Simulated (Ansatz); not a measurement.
Abridged output of a molecular run in Ansatz:

```
Functional definition: HF
1531 factors; integrals over basis functions are off by at most 1.0e-3 eV
mean field evaluation 1: about -9788.5374 eV, gradient 5.5e1 eV
mean field evaluation 2: about -9788.6311 eV, gradient 5.5e1 eV
mean field evaluation 4: about -9794.7590 eV, gradient 3.7e0 eV
mean field evaluation 8: about -9794.8223 eV, gradient 4.0e-1 eV
mean field -9794.82275533 eV, -359.9530970892 hartree, gradient 1.6e-6 eV, S^2 0.000000; 0 other end points of the search recorded, 0 dependent functions left out
7 core orbitals not correlated: weight in the atoms' cores, before any rotation towards them, 1.000 or more for the frozen orbitals, at most 0.000 for the correlated occupied ones
reference -9794.82275533 eV, -359.9530970892 hartree; 17, 17 occupied and 203, 203 virtual orbitals, 1531 factors
second order -25.34184706 eV of doubles, -0.00000000 eV of singles
cycle   1  -25.03939751 eV  change    3.0e-1 eV  update   1.2e-1
cycle   2  -25.65304644 eV  change   -6.1e-1 eV  update   3.8e-2
cycle   3  -25.81229414 eV  change   -1.6e-1 eV  update   2.4e-2
cycle   4  -25.80286264 eV  change    9.4e-3 eV  update   7.4e-3
cycle   5  -25.79677777 eV  change    6.1e-3 eV  update   3.7e-3
cycle   6  -25.79800508 eV  change   -1.2e-3 eV  update   1.4e-3
cycle   7  -25.79781155 eV  change    1.9e-4 eV  update   5.2e-4
cycle   8  -25.79764010 eV  change    1.7e-4 eV  update   2.1e-4
cycle   9  -25.79774135 eV  change   -1.0e-4 eV  update   7.5e-5
cycle  10  -25.79777112 eV  change   -3.0e-5 eV  update   3.4e-5
perturbative correction -0.92955175 eV, -0.0341603969 hartree
Total energy: -9821.55007820 eV, -360.9353080883 hartree
```

Its atoms:

Z-matrix (Å, degrees):
```
C
N 1 1.442
H 1 1.098 2 112.6
H 1 1.093 2 110.3 3 118.9
H 1 1.098 2 112.7 3 -121.9
In 2 2.005 1 127.6 3 -120.9
H 2 1.007 1 113.0 3 60.3
O 6 1.990 2 112.2 1 0.5
H 6 1.693 2 128.1 1 -179.8
H 8 0.959 6 113.5 2 -0.6
```

Question: Which basis set was used?
A. def2-TZVPP
B. def2-SVP
C. cc-pV(Q+d)Z
D. def2-TZVPPD

Answer: A. It gives 227 functions.

Question: Write the keys of the input that set method, charge and spin (a neutral closed shell needs none for the last two).

Answer: 
```yaml
correlation: {method: ccsd_t}
```
